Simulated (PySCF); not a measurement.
# Electron correlation in Br³⁺ (bromine, charge +3)

[Ar] 3d10 4s2 4p2, high-spin 3P determinant. All numbers are calculated (PySCF 2.14, no relativity, point nucleus, in def2-QZVPPD (12s8p5d4f1g, 98 functions)). Frozen: [Ar] 3d10; 4 electrons correlated.

| level | correlation energy (mhartree) |
| --- | --- |
| CCSD | -80.49 |
| (T) | -1.71 |
| CCSD(T) | -82.20 |

Diagnostics: T1 = 0.0061, D1 = 0.0159, largest double amplitude 0.095.

**Question.** Is a single reference adequate?

**Answer.** Mostly. T1 lies below 0.03, but a double amplitude of this size points to a near-degeneracy that CCSD handles and MP2 describes poorly.
